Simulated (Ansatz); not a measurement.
C₂H₆BFO (`COB(C)F`), 11 atoms. Total charge 0; spin multiplicity 1. All runs use 4 threads of a server CPU on a shared host. Correlated methods freeze the cores.

Question: Give the basis size and wall time and peak host memory of each of these runs in Ansatz. RKS PBE0-D4/def2-TZVP relaxation (15 steps); RKS PBE0-D4/def2-QZVPP energy; RKS PBE0-D4/def2-TZVP frequencies; RHF-CCSD(T)/def2-TZVPP energy; RKS B97M-V/def2-TZVPP energy; RKS r2SCAN-D4/def2-TZVPP energy and forces; RHF-CCSD(T)/def2-SVP energy; RKS ωB97M-V/def2-SVP energy; RKS PBE0-D4/def2-SVP energy; RKS ωB97M-V/def2-QZVPP energy; direct RPA on PBE orbitals/def2-TZVPP energy; RKS revPBE-D4/def2-TZVPP energy. (An estimate is asked.)

Answer: Ansatz gave: Other jobs shared the machine, so times are rough.

| level | job | functions | wall time | peak host memory (GiB) |
| --- | --- | --- | --- | --- |
| RKS PBE0-D4/def2-SVP | energy | 100 | 0.8 s | 0.21 |
| RKS revPBE-D4/def2-TZVPP | energy | 239 | 1.7 s | 0.28 |
| RKS ωB97M-V/def2-SVP | energy | 100 | 2.6 s | 0.29 |
| RKS r2SCAN-D4/def2-TZVPP | energy and forces | 239 | 3.5 s | 0.3 |
| direct RPA on PBE orbitals/def2-TZVPP | energy | 239 | 3.6 s | 0.57 |
| RHF-CCSD(T)/def2-SVP | energy | 100 | 4.2 s | 0.48 |
| RKS PBE0-D4/def2-QZVPP | energy | 465 | 5.5 s | 1.4 |
| RKS B97M-V/def2-TZVPP | energy | 239 | 6 s | 0.36 |
| RKS ωB97M-V/def2-QZVPP | energy | 465 | 11 s | 1.7 |
| RKS PBE0-D4/def2-TZVP | relaxation (15 steps) | 191 | 36 s | 0.47 |
| RHF-CCSD(T)/def2-TZVPP | energy | 239 | 94 s | 5 |
| RKS PBE0-D4/def2-TZVP | frequencies | 191 | 98 s | 0.47 |
